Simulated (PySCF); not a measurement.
SMILES F[SiH](F)c1cc[c]([Ge]([Cl])([Cl])[Cl])cc1, singlet at its GFN2-xTB optimised geometry (Å):

```
18

Si    -0.5724    -0.4970     0.0000
F     -0.9311     1.0600     0.0000
F      1.0249    -0.4970     0.0000
C     -1.1868    -1.2770     1.5957
C     -2.4197    -0.9174     2.1387
C     -2.8802    -1.4944     3.3078
C     -2.1129    -2.4498     3.9557
C     -0.8845    -2.8210     3.4315
C     -0.4299    -2.2401     2.2619
Ge    -2.7927    -3.3251     5.6269
Cl    -3.8076    -5.1494     5.1595
Cl    -4.1747    -2.0751     6.6678
Cl    -1.1997    -3.8132     6.9614
H     -1.0249    -1.0600    -1.2497
H     -3.0216    -0.1700     1.6431
H     -3.8360    -1.2016     3.7197
H     -0.2841    -3.5627     3.9399
H      0.5304    -2.5315     1.8629
```

Method: PBE0/def2-SVP in PySCF 2.14.0. Cells within 0.4 Å of a nucleus heavier than hydrogen are left out (blank, or x).

Map of the deformation density (molecule minus spherical neutral atoms) (e/bohr³) on the plane z = 0.0 Å:

```
|333333333333333333333333333|
|333333333333333333333333333|
|333333333333333333333333333|
|333333333333333333333333333|
|333333333333333333333333333|
|333333333333333333333333333|
|333333333333333333333333333|
|333333333344333333333333333|
|333333346xx7433333333333333|
|333333359xxx533333333333333|
|333333347xx7532233333333333|
|333333336898422233333333333|
|333332224664212344433333333|
|333322111121114667533333333|
|3333221001xxx268xxx33333333|
|3333221001xxx278xxx33333333|
|3333221112xx2158xx733333333|
|333322222221013566533333333|
|333332222210002334433333333|
|333332222211012233333333333|
|333333222221122233333333333|
|333333332222222333333333333|
|333333333322223333333333333|
|333333333333333333333333333|
|333333333333333333333333333|
|333333333333333333333333333|
|333333333333333333333333333|
```
Scale: ten equal steps from -0.020 (start of '0') to 0.036 (end of '9'), in the order '0123456789'; x runs from -3.50 to 3.50, y from -3.50 (bottom) to 3.50 (top).
